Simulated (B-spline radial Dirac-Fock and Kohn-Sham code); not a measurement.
Binding energies of I²⁸⁺ at several levels of theory

System: iodine as I²⁸⁺ in the configuration [Ar] 3d7.

The density-functional columns are spherical, spin-unpolarised Dirac-Kohn-Sham results without Breit or QED terms: −ε is minus the orbital energy of the initial state and ΔSCF the difference of two total energies. The reference in the last column comes from Dirac-Fock energy differences between relaxed states, corrected for Breit and QED terms. All numbers are from a radial atomic solver, in eV; a selection of levels is shown. For the 1s level of heavy atoms much of the gap between ΔSCF and the reference is the Breit and QED part, -116.5 eV here; for other levels the error of the functional can be larger.

| level | LDA −ε | LDA ΔSCF | Dirac-Fock |
| --- | --- | --- | --- |
| 1s | 34039.4 | 34425.5 | 34318.5 |
| 2s | 6177.6 | 6264.3 | 6311.6 |
| 2p1/2 | 5873.3 | 5977.1 | 5977.2 |
| 2p3/2 | 5572.9 | 5670.9 | 5679.9 |
| 3s | 2005.3 | 2042.5 | 2069.4 |
| 3p1/2 | 1882.8 | 1921.4 | 1932.1 |
| 3p3/2 | 1820.2 | 1857.6 | 1869.4 |
| 3d | 1604.6 | 1646.2 | 1644.8 |

Values without a named source are computed, but for edge energies of neutral atoms, which are taken from tables.
